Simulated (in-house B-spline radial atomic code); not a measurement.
**OLYP excitations of Zr4+**

Method: OLYP. Computed with an all-electron radial atomic-structure program (B-spline basis): linear response of the closed shell [Ar] 3d10 4s2 4p6 with the functional's adiabatic kernel; scalar-relativistic (spin-free one-electron X2C), finite nucleus, no spin-orbit coupling, no double excitations, S, P, D and F terms only; shells from n = 2 respond. Only terms of natural parity with L up to 3 were computed.

Command:
```bash
python run_td.py task.json out
```
Settings (radii: box in bohr, nucleus in fm):
```
Z                        40
electrons                36
configuration            [Ar] 3d10 4s2 4p6
hamiltonian              x2c
method                   optx,lyp
box_radius               19.1
rms_radius               4.2694
intervals                71
```

Time taken, with all properties: 1.1 s on 1 thread of Intel(R) Xeon(R) Platinum 8488C (Sapphire Rapids) (shared host).

The lowest states, in the order of their Tamm-Dancoff energies; the method's threshold (minus the highest occupied level) is 73.02 eV. Labels give the largest channel, * marks a mixed state, and oscillator strengths are full-response dipole values. Semilocal kernels can invert the small singlet-triplet splittings of Rydberg terms. Energies in eV:

| state | full response | Tamm-Dancoff | oscillator strength |
| --- | --- | --- | --- |
| 4p → 4d 3P | 30.19 | 30.29 | - |
| 4p → 4d 3F | 30.61 | 30.73 | - |
| 4p → 4d 1F | ? | ? | - |
| 4p → 5s 3P | 38.54 | 38.56 | - |
| 4p → 5s 1P | ? | ? | ? |
| 4p → 4d 1P | 40.19 | 41.44 | 5.78 |
| 4p → 5p 3S | 44.46 | 44.50 | - |
| 4p → 5p 3D | 44.64 | 44.65 | - |
| 4p → 5p 1D | 45.04 | 45.05 | - |
| 4p → 5p 1S | 47.24 | 47.43 | - |

(1) Where does 4p → 4d 1F lie?

(2) Where does 4p → 5s 1P lie?

(3) How large is the singlet-triplet splitting of 4p → 4d (F terms) in Tamm-Dancoff?

(4) What polarisabilities and dispersion coefficient does the method give?

## Answers

(1) At 32.90 eV in full response, 32.92 eV in Tamm-Dancoff.

(2) At 39.10 eV in full response, 39.16 eV in Tamm-Dancoff, oscillator strength 0.0593.

(3) 2.19 eV, from the unrounded values.

(4) Dipole 2.978 bohr³, quadrupole 5.904 bohr⁵, C6 10.7 hartree·bohr⁶ for two such species.
